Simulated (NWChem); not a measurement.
System: C2H6ClFSi; SMILES CC[SiH](F)Cl

```xyz
11

Si     0.5746     0.1357    -0.4986
F      1.7454    -0.0262     0.6359
Cl    -0.7075     1.6372     0.1479
C     -0.3677    -1.4725    -0.6478
C     -1.0518    -1.9248     0.6500
H      1.2319     0.5856    -1.7651
H     -1.1076    -1.3410    -1.4682
H      0.3554    -2.2372    -1.0101
H     -1.7717    -1.1614     1.0076
H     -1.6064    -2.8738     0.5073
H     -0.3106    -2.0854     1.4586
```
Atoms are numbered in this order, from 1.

All runs: NWChem. Pople sets run with spherical d functions. Structure relaxed at the PBE-D3(BJ)/def2-SVP level. Level MN15/6-31G*: energy and gradient on several grids; changes count from the extra-fine grid, which is no exact limit either.

Task: Which is the coarsest grid (xcoarse; xfine; fine; medium; coarse) from which on the energy stays within 100 μHa and each gradient component within 200 μHa/bohr of xfine?

Result: medium.
```json
[
 {"grid": "xcoarse", "size of the energy change (μHa)": "30000", "largest change of a gradient component (μHa/bohr)": "1000", "time, medium = 1 (rough)": "about 1"},
 {"grid": "coarse", "size of the energy change (μHa)": "400", "largest change of a gradient component (μHa/bohr)": "400", "time, medium = 1 (rough)": "about 1"},
 {"grid": "medium", "size of the energy change (μHa)": "20", "largest change of a gradient component (μHa/bohr)": "80", "time, medium = 1 (rough)": "about 1"},
 {"grid": "fine", "size of the energy change (μHa)": "< 10", "largest change of a gradient component (μHa/bohr)": "< 30", "time, medium = 1 (rough)": "about 1"},
 {"grid": "xfine", "size of the energy change (μHa)": "< 10", "largest change of a gradient component (μHa/bohr)": "< 30", "time, medium = 1 (rough)": "2"}
]
```
